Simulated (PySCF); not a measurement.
C4H7Cl2FSi.
SMILES: `F[C@@H](Cl)[C@@H](Cl)[C@@H]1C[SiH2]1`

Computed, not measured: PySCF, TDDFT B3LYP/def2-SVPD, vertical, gas phase, core orbitals frozen in the response. One conformer (not necessarily the lowest) at the GFN2-xTB geometry, without solvent, vibrations or thermal averaging. Torsions of this conformer, `[F:1][C@@H:2]([Cl:3])[C@@H:4]([Cl:5])[C@@H:6]1[CH2:7][SiH2:8]1`: F1–C2–C4–Cl5 168°, C2–C4–C6–C7 159°.

Each state is given a Gaussian of 0.5 eV full width at half maximum, with ε(max) = 2.175×10⁸ f / Δν̃ (Δν̃ the width in cm⁻¹). The width is an assumption, not a result. The curve ends short of the highest state used, and states not computed would add to its high-energy end.

```csv
E (eV),ε (L mol⁻¹ cm⁻¹)
5.12,21
5.15,35
5.17,48
5.19,65
5.21,87
5.23,117
5.25,155
5.28,232
5.30,300
5.32,386
5.34,491
5.36,619
5.38,775
5.41,1066
5.43,1303
5.45,1581
5.47,1900
5.49,2263
5.52,2895
5.54,3374
5.56,3898
5.58,4464
5.60,5068
5.62,5704
5.65,6702
5.67,7382
5.69,8063
5.71,8732
5.73,9378
5.76,10277
5.78,10813
5.80,11287
5.82,11690
5.84,12016
5.86,12260
5.89,12469
5.91,12505
5.93,12463
5.95,12349
5.97,12170
5.99,11936
6.02,11502
6.04,11173
6.06,10823
6.08,10461
6.10,10096
6.13,9555
6.15,9206
6.17,8869
6.19,8546
6.21,8236
6.23,7938
6.26,7512
6.28,7237
6.30,6967
6.32,6700
```

Question: Where are the band maxima, and which computed states make them?

Answer: 210 nm (5.91 eV), ε about 13000, made up of S1 (91%) (ε in L mol⁻¹ cm⁻¹; maxima over ε = 5, shares over 10%). The states used: S1 5.87 eV (f 0.214); S2 6.11 eV (f 0.0043); S3 6.29 eV (f 0.092); S4 6.65 eV (f 0.018); S5 6.76 eV (f 0.0062); S6 6.80 eV (f 0.0018); S7 6.90 eV (f 0.0008); S8 6.92 eV (f 0.016).

Question: Coming from long wavelengths, where does ε first pass 100 L mol⁻¹ cm⁻¹?

Answer: At about 238 nm (5.22 eV), 0.65 eV below S1.

Question: On this curve, what absorbance would a 10⁻³ mol/L sample give at 222 nm over a 1 cm path?

Answer: 222 nm is 5.585 eV, where ε is about 4600 L mol⁻¹ cm⁻¹, so A = ε c l ≈ 4.6 (Beer–Lambert, with the gas-phase spectrum and the assumed width).

Question: What would ε be at 5.91 eV, the highest of these maxima, with half the width (0.25 eV)?

Answer: About 21900 L mol⁻¹ cm⁻¹ against 12500, a factor of about 1.7; a lone state at its own centre would give exactly 2.

Hardware: Arm Neoverse N1, one thread, shared host with 64 logical CPUs at a one-minute load of 61. Cost: 1.7 min of wall time, 0.94 GiB resident at most.
